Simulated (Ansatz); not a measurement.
Reaction R1 → P1 + P2 + P3, each structure at its B3LYP-D3(BJ)/def2-TZVP stationary point, reached from a drawn start (curvature not checked).
P1: H atom, charge 0, multiplicity 2.
P2: H2 (SMILES [H][H]), charge 0, multiplicity 1.
P3: N atom, charge 0, multiplicity 4.
R1: NH3 (SMILES N), charge 0, multiplicity 1.

P less R. No zero-point or thermal terms; singlets are restricted closed shells; open shells are unrestricted.

Cores are frozen in the correlated methods.

Run with Ansatz (a quantum-chemistry and plane-wave program). All values are computed, each at the level named.

Total energies in hartree:

| structure | PBE/def2-TZVPP | CCSD(T)/cc-pVQZ |
|---|---|---|
| P1 | -0.499616 | -0.499946 |
| P2 | -1.166122 | -1.173794 |
| P3 | -54.532142 | -54.524824 |
| R1 | -56.510610 | -56.492970 |

Work out the reaction energy at each level in kcal/mol (1 hartree = 627.50947 kcal/mol), and say how far PBE/def2-TZVPP lies from CCSD(T)/cc-pVQZ.


- PBE/def2-TZVPP: (-0.499616) + (-1.166122) + (-54.532142) − (-56.510610) = 0.312730 hartree = 196.24 kcal/mol
- CCSD(T)/cc-pVQZ: (-0.499946) + (-1.173794) + (-54.524824) − (-56.492970) = 0.294406 hartree = 184.74 kcal/mol
PBE/def2-TZVPP less CCSD(T)/cc-pVQZ: 11.50 kcal/mol. CCSD(T)/cc-pVQZ is the level counted from, the highest shown, and no exact or measured value.
